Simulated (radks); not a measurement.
Q: The table gives one normalised radial function P(r) = r R(r) of Gd29+ in [Ar] 3d10 4s2 4p5 (r in bohr). Method: scalar-relativistic Kohn-Sham, r2SCAN, spin-polarised, spherical densities, finite nucleus; open shells are filled with parallel spins first (spin-orbit coupling, left out, can overturn this in heavy ions); meta-GGA in the generalised Kohn-Sham scheme; Fermi nuclear charge, rms radius 5.1569 fm; computed with a radial shooting solver on a logarithmic mesh with Libxc functionals.

r,P
0.001277,0.0046
0.001624,0.0070
0.002081,0.0106
0.002645,0.0160
0.003362,0.0241
0.004309,0.0366
0.005477,0.0547
0.007019,0.0821
0.008923,0.1203
0.01143,0.1757
0.01454,0.2484
0.01848,0.3414
0.02368,0.4557
0.0301,0.5715
0.03858,0.6679
0.04904,0.6930
0.06234,0.5932
0.07989,0.3076
0.1016,-0.1401
0.1301,-0.6622
0.1654,-0.9884
0.2103,-0.8707
0.2695,-0.1766
0.3426,0.7970
0.4391,1.5482
0.5582,1.5898
0.7153,1.0335
0.9093,0.4298
1.156,0.1056
1.481,0.0126

Which n and l does it have? It may be an empty orbital.

A: n = 4, l = 1: the number of nodes gives n - l - 1 = 2, the rise at small r (about r^(l+1), flatter next to the nucleus through relativity) gives l, and the extent must fit the shell. The curve is that of 4p down; the table hardly tells the two spins apart. 4p down: eigenvalue -1137.4 eV, 2 radial nodes at r = 0.0949, 0.282 bohr, <r> = 0.515 bohr, 90 % of the charge inside 0.734 bohr.
